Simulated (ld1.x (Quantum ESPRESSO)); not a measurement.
Before and after: TM potential for phosphorus

- Element: phosphorus
- Generator: ld1.x (Quantum ESPRESSO) 7.5
- Type: norm-conserving Troullier–Martins (Kleinman–Bylander form)
- Functional: BLYP
- Relativity: scalar-relativistic
- Frozen core: [Ne]
- Valence charge: 5
- Reference configuration: 3s2 3p2 (charge +1)
- Partial waves: 3p (bound): rc 1.80 bohr; 3d channel at 0.4 Ry: rc 1.90 bohr; 3s (bound): rc 1.35 bohr
- Local potential: the s channel
- Core correction: a·sin(br)/r model core, default radius (core density twice the valence density)

All-electron outer shells of the reference configuration (BLYP, scalar-relativistic, ld1.x):

| shell | level (eV) | outermost node (bohr) | outermost maximum (bohr) |
| --- | --- | --- | --- |
| 3s | -23.14 | 0.65 | 1.54 |
| 3p | -14.06 | 0.64 | 1.74 |

Change: core correction a·sin(br)/r model core inside 1.38 bohr.

Cutoffs: the cutoffs (Ry, on a coarse ladder) from which the occupation-weighted sum of valence levels, in a spherical-Bessel basis at the reference potential, stays within 10 and 1 mRy of its value at 400 Ry; they do not see the model core or the augmentation charge, which bear on the density cutoff. Errors are all-electron minus pseudo energies relative to the spin-unpolarised reference configuration.

How do hardness, ghosts and transferability respond?

The potential gets neither clearly harder nor softer (35 Ry and 70 Ry → 35 Ry and 70 Ry); of the 7 tests that both files solve, the error grows in 6 and shrinks in 1 by more than 15 % and 0.3 meV (median size 5.1 → 5.3 meV); neither file shows a bound ghost. The default core radius of the base comes out at 0.99 bohr. A wider model core is smoother and lowers the density cutoff, which this test does not measure.

```csv
quantity,base,changed
"cutoff, loose",35 Ry,35 Ry
"cutoff, tight",70 Ry,70 Ry
bound ghosts,none,none
"error for 3s2 3p3, meV [ΔE -9.58 eV]",+4.6,+5.3
"error for 3s2 3p1, meV [ΔE 19.01 eV]",+9.0,+12
"error for 3s2 3p0, meV [ΔE 48.68 eV]",+53,+82
"error for 3s2 3p3.3, meV [ΔE -10.84 eV]",+6.2,+7.2
"error for 3s0 3p5, meV [ΔE 7.68 eV]",-5.1,+3.5
"error for 3s2 3p2.5, meV [ΔE -5.88 eV]",+1.7,+2.0
"error for 3s1 3p4, meV [ΔE -1.02 eV]",+0.6,+2.8
s: phases at 2.06 bohr within 0.05 rad from the reference energy up to (Ry; the scan ends near 5),2.7,2.7
p: phases at 2.06 bohr within 0.05 rad from the reference energy up to (Ry; the scan ends near 5),3.3,3.3
d: phases at 2.06 bohr within 0.05 rad from the reference energy up to (Ry; the scan ends near 5),4.5,4.5
```
